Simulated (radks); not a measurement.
The silver ion Ag4+, 43 electrons, occupied as [Kr] 4d7.

Calculated with a radial shooting solver on a logarithmic mesh with Libxc functionals: Dirac Kohn-Sham, exchange-only LDA, spin-unpolarised, spherical densities, point nucleus; open shells fill j = l - 1/2 first.

Energy parts (eV):
part                   energy
total             -144322.606
kinetic            151100.179
electron-nucleus  -347920.530
Hartree             56259.407
exchange            -3761.663

Orbitals (lengths in bohr, moments of r in powers of bohr):
orbital  occ.  eigenvalue (eV)      <r^4>      <r>     <r^2>
1s1/2       2        -25338.97  4.466e-06  0.03114  0.001311
2s1/2       2        -3778.548  0.0007928   0.1347   0.02144
2p1/2       2        -3517.316  0.0005157   0.1142   0.01601
2p3/2       4        -3342.282  0.0005944   0.1192   0.01734
3s1/2       2        -737.7338    0.03727   0.3689    0.1558
3p1/2       2        -633.7372    0.03685   0.3604    0.1511
3p3/2       4        -602.8299    0.04129   0.3714    0.1602
3d3/2       4        -418.0645    0.03731   0.3439    0.1410
3d5/2       6        -411.8315    0.03868   0.3474    0.1438
4s1/2       2        -149.1677      1.255   0.9006    0.9180
4p1/2       2        -115.8578      1.697   0.9581     1.048
4p3/2       4        -110.4696      1.907   0.9866     1.111
4d3/2       4         -58.7190      4.885    1.199     1.684
4d5/2       3         -57.9945      5.074    1.210     1.717
4f5/2       0         -17.2609      184.7    2.935     10.23
4f7/2       0         -17.2527      185.3    2.939     10.25
5s1/2       0         -42.0636      40.34    2.181     5.314
5p1/2       0         -33.7406      65.32    2.451     6.726
5p3/2       0         -32.8967      71.35    2.507     7.038
5d3/2       0         -21.2158      222.5    3.308     12.34
5d5/2       0         -21.1026      227.6    3.327     12.48

The highest occupied level is 4d5/2 at -57.995 eV. The density falls to 0.001 e/bohr^3 at r = 2.91 bohr. For comparison, the ionisation energy in NIST's Atomic Spectra Database is 65 eV (theoretical). In exact Kohn-Sham theory the highest level is minus the ionisation energy, but local and semilocal functionals leave it too shallow, through self-interaction and a potential that decays too fast; potentials with the right tail come closer. Summed over all electrons, <r^2> = 23.09 bohr^2, which gives a Langevin (diamagnetic) susceptibility term of -18.3 x 10^-6 cm^3/mol.

Beside tabulated values, note that spin-unpolarised runs miss the spin-polarisation part of the exchange energy of open shells.
